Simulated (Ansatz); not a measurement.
`BC(B)[SiH3]` + `CBS` → `CBS[SiH3]` + `BCB` at 298.15 K and 1 bar (ligand exchange at the Si–C bond).

Isolated molecules relaxed with PBE0-D4/def2-TZVP in Ansatz; ΔE leaves out vibrations. CCSD(T)/CBS adds triple-zeta CCSD(T) − MP2 to the extrapolated MP2 energy (def2 sets, frozen cores). One conformer a species, not always the lowest.

```csv
species,CCSD(T)/CBS energy (Eh),H − E (kJ/mol),S (J/(mol·K))
`BC(B)[SiH3]`,-381.50288,241.5,328.8
`CBS`,-463.66090,169.8,285.8
`CBS[SiH3]`,-753.96029,221.5,347.5
`BCB`,-91.21084,192.3,281.6
```

H − E and S are ideal-gas, rigid-rotor, harmonic terms from PBE0-D4/def2-TZVP, for one conformer and one mirror image of each species. 1 Eh = 2625.50 kJ/mol, R = 8.31446 J/(mol·K).

Q: By hand: ΔE, ΔH, ΔS and ΔG.

A: ΔE = (-753.96029) + (-91.21084) − (-381.50288) − (-463.66090) = -0.00735 Eh = -19.3 kJ/mol. Δ(H − E) = 221.5 + 192.3 − 241.5 − 169.8 = 2.5, so ΔH = -16.8 kJ/mol. ΔS = 347.5 + 281.6 − 328.8 − 285.8 = 14.5 J/(mol·K). ΔG = -16.8 − 298.15 × (14.5)/1000 = -21.1 kJ/mol.

Q: By hand: the equilibrium constant, and the temperature at which ΔG would vanish if ΔH and ΔS stayed fixed.

A: log₁₀ K = −ΔG/(RT ln 10) = 3.7. ΔH and −TΔS have one sign here, so there is no such temperature.

The number of gas molecules stays the same, so ΔS is small and ΔH decides. A doubt of 5 kJ/mol in ΔE shifts log₁₀ K by 0.9 here. Other conformers and mirror images would add mixing entropy, several J/(mol·K) or more a flexible species. These are equilibria of isolated gas molecules and say nothing of rates. Largest T1 diagnostic: 0.013 (customary marks: 0.02 for closed shells, 0.045 for open ones).
